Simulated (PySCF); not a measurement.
**Pt (platinum, neutral) across methods**

[Xe] 4f14 5d9 6p1, one real determinant (an excited configuration). Calculation: PySCF 2.14, in aug-cc-pVTZ-PP with one added diffuse shell each of s, p, d, f, g type with ECP60MDF (7s7p6d4f3g, 113 functions); a scalar-relativistic core potential.

```tsv
method	E (hartree)	mean ε 5d α (eV)	mean ε 5d β (eV)	mean ε 6p α (eV)	Σ⟨r²⟩ (bohr²)	⟨S²⟩
LDA	-119.0002	-8.487	-7.811	-2.343	63.21	2.000
PBE	-119.2364	-8.323	-7.653	-2.276	63.81	2.001
TPSSh	-119.1632	-8.882	-8.195	-2.420	63.64	2.001
PBEsol	-119.0729	-8.317	-7.635	-2.269	63.37	2.001
M06	-119.2072	-9.967	-9.253	-2.463	64.76	2.001
PBE0	-119.1962	-9.885	-9.158	-2.754	63.82	2.001
UHF	-118.36889	-13.917	-12.982	-3.752	67.24	2.003
```

Task: Estimate the same row for r2SCAN.

Result: E (hartree) = -119.2395; mean ε 5d α (eV) = -8.521; mean ε 5d β (eV) = -7.769; mean ε 6p α (eV) = -2.388; Σ⟨r²⟩ (bohr²) = 62.53; ⟨S²⟩ = 2.002.

⟨L²⟩ = 8.08 against 12 for a pure F term, so this real determinant mixes terms. Energies and moments cover only the electrons outside the core potential. Spin-orbit coupling, absent here, splits the open shell strongly.
